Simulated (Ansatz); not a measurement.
Species: C2H10OSi2, net charge 0, singlet state. SMILES: C[SiH](C)O[SiH3]
Geometry from a B3LYP-D3(BJ)/def2-TZVP (Ansatz, a program for electronic structure) optimisation:
```xyz
15

Si    -0.8654    -0.2026    -0.5782
C     -1.3404     1.5980    -0.7198
C     -1.7707    -1.0293     0.8305
O      0.7602    -0.3304    -0.3432
Si     2.0513     0.0196     0.5906
H     -1.1634    -0.9042    -1.8499
H     -2.4085     1.7019    -0.9258
H     -0.7935     2.0865    -1.5287
H     -1.1246     2.1364     0.2063
H     -1.4758    -2.0761     0.9269
H     -1.5607    -0.5311     1.7801
H     -2.8509    -0.9981     0.6683
H      3.2606    -0.5616    -0.0315
H      1.8782    -0.5489     1.9497
H      2.2207     1.4881     0.7125
```
Charge 0, spin multiplicity 1.

Atomisation energy built up term by term with Ansatz (kcal/mol; UHF references for open shells; valence terms freeze the core; atomic spin-orbit terms are left out). Basis-set limits of correlation are two-point, X^-3; Hartree-Fock from the larger set.

| term | basis | kcal/mol |
|---|---|---|
| Hartree-Fock | cc-pV(Q+d)Z | 1004.76 |
| CCSD correlation | CBS(cc-pV(T+d)Z,cc-pV(Q+d)Z) | 293.27 |
| (T) | CBS(cc-pV(T+d)Z,cc-pV(Q+d)Z) | 14.26 |
| core correlation | cc-pwCVTZ | 2.56 |
| scalar relativity (X2C) | cc-pVTZ-DK against cc-pVTZ | -2.18 |
| sum: De |  | 1312.7 |

(T) makes 1.1 % of the CCSD(T) atomisation energy; under 5 % is typical of single-reference molecules.
